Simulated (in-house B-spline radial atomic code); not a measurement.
# CAM-B3LYP excitations of neutral mercury

Method: CAM-B3LYP. Computed with a B-spline radial code for spherical atoms: linear response of the closed shell [Xe] 4f14 5d10 6s2 with the functional's adiabatic kernel; scalar-relativistic (spin-free one-electron X2C), finite nucleus, no spin-orbit coupling, no double excitations, S, P, D and F terms only; shells from n = 4 respond. Only terms of natural parity with L up to 3 were computed.

Spin-orbit coupling is strong here, so these LS terms don't match observed levels.

Command:
```bash
python run_td.py task.json out
```
Settings (radii: box in bohr, nucleus in fm):
```
Z                        80
electrons                80
configuration            [Xe] 4f14 5d10 6s2
hamiltonian              x2c
method                   camb3lyp
box_radius               75
rms_radius               5.4648
intervals                76
```

Cost of the run: 13 s on 1 thread of Arm Neoverse N1, on a shared host.

The lowest states, in the order of their Tamm-Dancoff energies; the method's threshold (minus the highest occupied level) is 8.815 eV. Labels give the largest channel, * marks a mixed state, and oscillator strengths are full-response dipole values. Measured ¹D terms are left out, since they can mix with doubly excited terms. Semilocal kernels can invert the small singlet-triplet splittings of Rydberg terms. Energies in eV:

```tsv
state	full response	Tamm-Dancoff	oscillator strength	measured (J-weighted term)
6s → 6p 3P	4.881	4.980	-	-
6s → 6p 1P	6.161	6.297	1.07	-
6s → 7s 3S	7.122	7.124	-	7.731
6s → 7s 1S	7.243	7.256	-	7.926
6s → 7p 3P	7.840	7.847	-	-
6s → 7p 1P	7.921	7.935	0.025	-
6s → 6d 1D	?	?	-	-
6s → 6d 3D	8.055	8.055	-	-
6s → 8s 3S	?	?	-	-
6s → 8s 1S	8.171	8.174	-	-
```

Task: Where does 6s → 8s 3S lie?

Result: At 8.138 eV in full response, 8.138 eV in Tamm-Dancoff.

Task: Where does 6s → 6d 1D lie?

Result: At 8.021 eV in full response, 8.021 eV in Tamm-Dancoff.

Task: How large is the singlet-triplet splitting of 6s → 6p (P terms) in Tamm-Dancoff?

Result: 1.32 eV, from the unrounded values.

Task: What polarisabilities and dispersion coefficient does the method give?

Result: Dipole 36.78 bohr³, quadrupole 267.2 bohr⁵, C6 358.7 hartree·bohr⁶ for two such species. Recommended dipole value: 33.91 ± 0.34 bohr³ (Schwerdtfeger and Nagle, table of static dipole polarizabilities (2023 update)), which includes relativity and correlation.
